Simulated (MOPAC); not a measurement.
Input file for MOPAC: PM7 on CH5AlFN (SMILES [CH3][Al]([NH2])[F]), a point of a torsion scan.

```
PM7 1SCF PRECISE CHARGE=0 THREADS=1
CH5AlFN

C     -1.54816871 1    -0.21094275 1     0.03607577 1
Al     0.24081992 1     0.60110067 1    -0.23630645 1
N      1.29366925 1     1.27604500 1     1.02517461 1
F      0.85065371 1     0.67738984 1    -1.77501177 1
H     -1.97871893 1    -0.54669104 1    -0.91013622 1
H     -1.50138631 1    -1.07183680 1     0.70468905 1
H     -2.24608027 1     0.49604932 1     0.48716334 1
H      1.10986019 1     1.32616395 1     2.01611900 1
H      2.20224708 1     1.68202223 1     0.84080483 1
```

Program output:

```
*******************************************************************************
 **                                                                           **
 **                              MOPAC v23.2.5                                **
 **                                                                           **
 *******************************************************************************
 ** MOPAC's Digital Object Identifier: https://doi.org/10.5281/zenodo.6511958 **
 **                                                                           **
 ** Please cite the open-source release paper for use of this MOPAC version:  **
 ** J. E. Moussa and J. J. P. Stewart (2026)                                  **
 ** MOPAC: An open-source semiempirical molecular orbital program             **
 ** J. Open Source Softw., 11(119), 8025, https://doi.org/10.21105/joss.08025 **
 *******************************************************************************

                              PM7 CALCULATION RESULTS

 *******************************************************************************
 *  PM7        - The PM7 Hamiltonian to be used
 *
 *
 *
 *                 CHARGE ON SYSTEM = 0
 *
 *
 *
 *  PRECISE    - TIGHTER CRITERIA TO BE USED
 *  1SCF       - DO 1 SCF AND THEN STOP
 *  THREADS=1  - MULTI-THREADING NOT USED
 *  T=         - A TIME OF 172800.0 SECONDS REQUESTED
 *  DUMP=N     - RESTART FILE WRITTEN EVERY 7200.0 SECONDS REQUESTED
 *******************************************************************************
PM7 1SCF PRECISE CHARGE=0 THREADS=1
 CH5AlFN

   ATOM   CHEMICAL          X               Y               Z
  NUMBER   SYMBOL      (ANGSTROMS)     (ANGSTROMS)     (ANGSTROMS)

     1       C         -1.54816871  *  -0.21094275  *   0.03607577  *
     2      Al          0.24081992  *   0.60110067  *  -0.23630645  *
     3       N          1.29366925  *   1.27604500  *   1.02517461  *
     4       F          0.85065371  *   0.67738984  *  -1.77501177  *
     5       H         -1.97871893  *  -0.54669104  *  -0.91013622  *
     6       H         -1.50138631  *  -1.07183680  *   0.70468905  *
     7       H         -2.24608027  *   0.49604932  *   0.48716334  *
     8       H          1.10986019  *   1.32616395  *   2.01611900  *
     9       H          2.20224708  *   1.68202223  *   0.84080483  *



          CARTESIAN COORDINATES

    NO.       ATOM           X           Y           Z

     1         C         -1.5482     -0.2109      0.0361
     2        Al          0.2408      0.6011     -0.2363
     3         N          1.2937      1.2760      1.0252
     4         F          0.8507      0.6774     -1.7750
     5         H         -1.9787     -0.5467     -0.9101
     6         H         -1.5014     -1.0718      0.7047
     7         H         -2.2461      0.4960      0.4872
     8         H          1.1099      1.3262      2.0161
     9         H          2.2022      1.6820      0.8408

 General Reference for PM7:
 "Optimization of Parameters for Semiempirical Methods VI: More Modifications to the
 NDDO Approximations and Re-optimization of Parameters", J. J. P. Stewart, J. Mol. Mod., 1:32, 19 (2013)
 https://link.springer.com/article/10.1007/s00894-012-1667-x

           Empirical Formula: C H5 N Al F  =     9 atoms



      MOLECULAR POINT GROUP   :   Cs


      RHF CALCULATION, NO. OF DOUBLY OCCUPIED LEVELS = 12


 -------------------------------------------------------------------------------
 PM7 1SCF PRECISE CHARGE=0 THREADS=1
 CH5AlFN



     1SCF WAS SPECIFIED, SO BFGS WAS NOT USED
     SCF FIELD WAS ACHIEVED


                              PM7 CALCULATION
                                                       MOPAC v23.2.5 Linux




          FINAL HEAT OF FORMATION =       -116.79095 KCAL/MOL =    -488.65335 KJ/MOL


          COSMO AREA              =        113.05 SQUARE ANGSTROMS
          COSMO VOLUME            =         98.67 CUBIC ANGSTROMS

          IONIZATION POTENTIAL    =         11.040211 EV
          HOMO LUMO ENERGIES (EV) =        -11.040  1.788
          NO. OF FILLED LEVELS    =         12
          MOLECULAR WEIGHT        =         77.0371         POINT GROUP:  Cs

          MOLECULAR DIMENSIONS (Angstroms)

            Atom       Atom       Distance
            H     9    H     5     5.05108
            F     4    H     6     3.35924
            H     6    H     7     1.68896


          SCF CALCULATIONS        =          1





   ATOM   CHEMICAL          X               Y               Z
  NUMBER   SYMBOL      (ANGSTROMS)     (ANGSTROMS)     (ANGSTROMS)

     1       C         -1.54816871  *  -0.21094275  *   0.03607577  *
     2      Al          0.24081992  *   0.60110067  *  -0.23630645  *
     3       N          1.29366925  *   1.27604500  *   1.02517461  *
     4       F          0.85065371  *   0.67738984  *  -1.77501177  *
     5       H         -1.97871893  *  -0.54669104  *  -0.91013622  *
     6       H         -1.50138631  *  -1.07183680  *   0.70468905  *
     7       H         -2.24608027  *   0.49604932  *   0.48716334  *
     8       H          1.10986019  *   1.32616395  *   2.01611900  *
     9       H          2.20224708  *   1.68202223  *   0.84080483  *

                             CARTESIAN COORDINATES

   1    C       -1.548168710    -0.210942750     0.036075770
   2   Al        0.240819920     0.601100670    -0.236306450
   3    N        1.293669250     1.276045000     1.025174610
   4    F        0.850653710     0.677389840    -1.775011770
   5    H       -1.978718930    -0.546691040    -0.910136220
   6    H       -1.501386310    -1.071836800     0.704689050
   7    H       -2.246080270     0.496049320     0.487163340
   8    H        1.109860190     1.326163950     2.016119000
   9    H        2.202247080     1.682022230     0.840804830


           Empirical Formula: C H5 N Al F  =     9 atoms



      MOLECULAR POINT GROUP   :   Cs


                  EIGENVALUES
 -39.19986 -36.11080 -24.35077 -17.34516 -15.53835 -14.91822 -14.81403 -14.52845
 -13.62589 -13.07850 -11.15837 -11.04021   1.78792   2.94779   3.29504   3.95516
   5.36280   6.32777   6.50508   6.95194   8.08298  17.36902  17.97166  18.25641
  21.02317  21.64484


              NET ATOMIC CHARGES AND DIPOLE CONTRIBUTIONS

  ATOM NO.   TYPE          CHARGE      No. of ELECS.   s-Pop       p-Pop       d-Pop
    1          C          -0.825680        4.8257     1.04402     3.78167
    2         Al           0.768812        2.2312     0.20123     1.14370     0.88626
    3          N          -0.687572        5.6876     1.50764     4.17993
    4          F          -0.399775        7.3998     1.90310     5.49667
    5          H           0.192909        0.8071     0.80709
    6          H           0.185978        0.8140     0.81402
    7          H           0.185978        0.8140     0.81402
    8          H           0.284689        0.7153     0.71531
    9          H           0.294660        0.7053     0.70534
 DIPOLE           X         Y         Z       TOTAL
 POINT-CHG.     0.577     0.714     3.175     3.305
 HYBRID        -0.341    -0.197    -0.256     0.470
 SUM            0.236     0.517     2.919     2.974


          ATOMIC ORBITAL ELECTRON POPULATIONS

     Atom    s        px        py        pz      x^2-y^2     xz        z^2       yz        xy
    1  C   1.04402   1.42027   1.20719   1.15420
    2 Al   0.20123   0.46254   0.34308   0.33808   0.15430   0.22077   0.19311   0.15650   0.16158
    3  N   1.50764   1.32219   1.60611   1.25162
    4  F   1.90310   1.85055   1.85562   1.79050
    5  H   0.80709
    6  H   0.81402
    7  H   0.81402
    8  H   0.71531
    9  H   0.70534

 **********************
 *                    *
 * JOB ENDED NORMALLY *
 *                    *
 **********************




 == MOPAC DONE ==
```

The run finished.

Cost: about 0.020 core-seconds (a rough figure).
